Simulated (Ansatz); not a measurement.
# Relative stability

The two ends of one reaction step of BH5SO2, singlet (PBE0-D4/def2-TZVP).

A:

```xyz
9
angstrom
B -0.0945 -1.2239 -0.1698
S 1.0472 3.0587 0.0172
O -0.7059 -0.0190 -0.0349
O -0.8516 -2.3175 -0.4543
H 1.1449 3.0719 1.3546
H 1.0929 -1.2743 -0.0313
H 0.3663 1.8981 0.0177
H -1.6587 -0.0693 -0.1658
H -0.3405 -3.1246 -0.5332
```

B:

```xyz
9
angstrom
B -0.6747 0.1403 -0.4496
S 0.3670 1.6043 -0.1152
O -1.8445 0.2928 -1.1219
O -0.2939 -1.1007 -0.0351
H 2.2356 -0.5179 1.6660
H 2.4434 -1.2250 1.5386
H -0.4678 2.4806 -0.6928
H -2.3021 -0.5461 -1.2336
H 0.5371 -1.1284 0.4439
```

Computed with Ansatz 0.2.0 (basis: def2-TZVPP); correlated methods freeze the cores. B3LYP uses VWN-RPA correlation.

**Question.** Which structure is lower at CCSD(T), and by how much? (To be estimated.)

**Answer.** Computed: B, by 26.6 kJ/mol (electronic energy, against the other). By their contacts, A is a complex of BH₃O₂ ([OH][BH][OH]) + H₂S and B is a complex of BH₃SO₂ ([OH][B]([OH])[SH]) + H₂.

All methods give the same order:

```tsv
method	E(B) − E(A) (kJ/mol)
SPW92	-33.8
PBE-D4	-34.0
BLYP-D4	-28.7
r2SCAN-D4	-35.9
B97M-V	-32.2
PBE0-D4	-31.5
B3LYP-D4	-26.3
r2SCAN0-D4	-33.0
BHLYP-D4	-22.7
CAM-B3LYP-D4	-22.2
wB97X-V	-27.6
wB97M-V	-27.9
B2PLYP	-23.9
PBE-QIDH	-30.4
RPA on PBE	-23.3
HF	-10.4
MP2	-33.0
CCSD	-22.2
CCSD(T)	-26.6
```

T1 diagnostic: at most 0.012.

Labels in which every atom is bracketed show which atoms are joined, not bond orders.

For scale, one of the runs: CCSD(T)/def2-TZVPP, 205 basis functions, launched by `ansatz run in.yaml --threads 4 --pin off --events-out ev --progress --plain --max-ram 9574MiB`. The run took 70 s on 4 CPU threads of an AMD EPYC (shared host), with 2.7 GiB of host memory at its peak.
